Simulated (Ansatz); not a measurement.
CH₆GeNO, SMILES `C[O][GeH][NH2]` radical, one more setting.

```yaml
crystal:
  periodic: [false, false, false]
  atoms:
    - {symbol: C, position_ang: [-1.542648, -0.125613, -0.974528]}
    - {symbol: O, position_ang: [-0.181024, 0.126775, -0.731652]}
    - {symbol: Ge, position_ang: [0.655961, -0.635566, 0.647277]}
    - {symbol: N, position_ang: [2.036212, 0.555524, 0.895540]}
    - {symbol: H, position_ang: [-1.683766, -0.396630, -2.025189]}
    - {symbol: H, position_ang: [-1.947645, -0.940735, -0.360782]}
    - {symbol: H, position_ang: [-2.132303, 0.774120, -0.766681]}
    - {symbol: H, position_ang: [-0.309385, -0.574357, 1.888014]}
    - {symbol: H, position_ang: [2.833714, 0.199814, 1.404953]}
    - {symbol: H, position_ang: [2.353983, 0.965567, 0.025850]}
basis:
  gaussian: {orbitals: def2-TZVPD, point_charges: [{charge: 0.50, position_ang: [7.139, 0.937, 0.461]}]}
magnetization: {spin_polarized: true, initial_magnetization: 1}
hamiltonian: {xc: {name: wB97X}}
output: {forces: true}
```

```sh
$ ansatz run in.yaml --threads 2 --pin off --events-out ev --progress --plain --max-ram 32768MiB --backend cpu
```

Output, abridged:

```
Functional definition: wB97X
1257 factors; their error is unknown
425 factors; integrals over basis functions are off by at most 8.8e-6 eV
mean field evaluation 1: about -61183.1701 eV, gradient 4.8e1 eV
mean field evaluation 2: about -61179.7724 eV, gradient 5.8e1 eV
mean field evaluation 4: about -61191.3222 eV, gradient 3.0e0 eV
mean field evaluation 8: about -61191.3609 eV, gradient 9.5e-2 eV
mean field evaluation 16: about -61191.4916 eV, gradient 6.4e-4 eV
mean field -61191.49162396 eV, -2248.7458400980 hartree, gradient 5.9e-5 eV, S^2 0.755315; 0 other end points of the search recorded, 0 dependent functions left out
reference -61191.49158905 eV, -2248.7458388147 hartree; 30, 29 occupied and 192, 193 virtual orbitals, 1257 factors
Total energy: -61191.49158905 eV, -2248.7458388147 hartree
Atom 0 at    -1.542648    -0.125613    -0.974528 Å, force    -0.325618    -0.016743    -0.117130 eV/Å
Atom 1 at    -0.181024     0.126775    -0.731652 Å, force     0.284587    -0.035922     0.147212 eV/Å
Atom 2 at     0.655961    -0.635566     0.647277 Å, force    -0.238372     0.025066     0.012236 eV/Å
Atom 3 at     2.036212     0.555524     0.895540 Å, force     0.223163     0.014860    -0.047700 eV/Å
Atom 4 at    -1.683766    -0.396630    -2.025189 Å, force     0.012509     0.012756     0.058518 eV/Å
Atom 5 at    -1.947645    -0.940735    -0.360782 Å, force     0.036955     0.024575    -0.007557 eV/Å
Atom 6 at    -2.132303     0.774120    -0.766681 Å, force     0.047814    -0.044290    -0.010848 eV/Å
Atom 7 at    -0.309385    -0.574357     1.888014 Å, force     0.062767    -0.027139    -0.074142 eV/Å
Atom 8 at     2.833714     0.199814     1.404953 Å, force    -0.066350     0.010363     0.021448 eV/Å
Atom 9 at     2.353983     0.965567     0.025850 Å, force    -0.051532     0.028925     0.022241 eV/Å
Dipole moment:    -0.041144    -0.194915     0.028866 e Å
```

Run time 21 s (2 threads of an AMD EPYC 7R13 on a shared host); peak host memory 1.1 GiB.
